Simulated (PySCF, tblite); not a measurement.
Parent: `[O:1]=[C:2]([Cl:3])/[CH:4]=[CH:5]/[Cl:6]` with O1–C2–C4–C5 0°, C3H2Cl2O.

The geometries are computed with GFN2-xTB (gas phase). One conformer each, not checked by frequencies here.

| coordinate of the parent | value |
| --- | --- |
| O1=C2 | 1.190 Å |
| C2–Cl3 | 1.767 Å |
| C2–C4 | 1.456 Å |
| C4=C5 | 1.337 Å |
| C5–Cl6 | 1.691 Å |
| O1–C2–Cl3 | 120.1° |
| O1–C2–C4 | 128.3° |
| Cl3–C2–C4 | 111.5° |
| C2–C4–C5 | 119.5° |
| C4–C5–Cl6 | 123.5° |

Problem. In one relative the bonds that all share with the parent change as follows (parent's numbers): O1–C2 -0.005, C2–Cl3 +0.016, C2–C4 +0.017, C4–C5 +0.001, C5–Cl6 +0.013 Å. Which is it?
A. `[O:1]=[C:2]([Cl:3])/[CH:4]=[C:5](/[F:6])[Cl:7]` with O1–C2–C4–C5 0°
B. `[CH3:1][C:2]([CH3:3])([CH3:4])/[C:5](=[CH:6]\[Cl:7])[C:8](=[O:9])[Cl:10]` with C2–C5–C8–O9 -47°
C. `[CH3:1][CH:2]([CH3:3])/[C:4]([Cl:5])=[CH:6]/[C:7](=[O:8])[Cl:9]` with C1–C2–C4–Cl5 61°, C4–C6–C7–O8 0°
D. `[O:1]=[C:2]([Cl:3])/[C:4]([SiH3:5])=[CH:6]\[Cl:7]` with O1–C2–C4–Si5 -174°

Solution. B. The changes in all of them (Å):

```
                  SMILES   O1–C2  C2–Cl3   C2–C4   C4–C5  C5–Cl6
  O=C(Cl)/C([SiH3])=C\Cl  -0.002  +0.018  -0.007  +0.003  +0.009
   CC(C)/C(Cl)=C/C(=O)Cl  -0.001  +0.019  -0.010  +0.009  +0.013
       O=C(Cl)/C=C(/F)Cl  -0.001   0.000  -0.003  +0.003  -0.003
CC(C)(C)/C(=C\Cl)C(=O)Cl  -0.005  +0.016  +0.017  +0.001  +0.013
```

Atoms are paired thus: O=C(Cl)/C([SiH3])=C\Cl: O1 = O1, C2 = C2, Cl3 = Cl3, C4 = C4, C5 = C6, Cl6 = Cl7; CC(C)/C(Cl)=C/C(=O)Cl: O1 = O8, C2 = C7, Cl3 = Cl9, C4 = C6, C5 = C4, Cl6 = Cl5; O=C(Cl)/C=C(/F)Cl: O1 = O1, C2 = C2, Cl3 = Cl3, C4 = C4, C5 = C5, Cl6 = Cl7; CC(C)(C)/C(=C\Cl)C(=O)Cl: O1 = O9, C2 = C8, Cl3 = Cl10, C4 = C5, C5 = C6, Cl6 = Cl7.
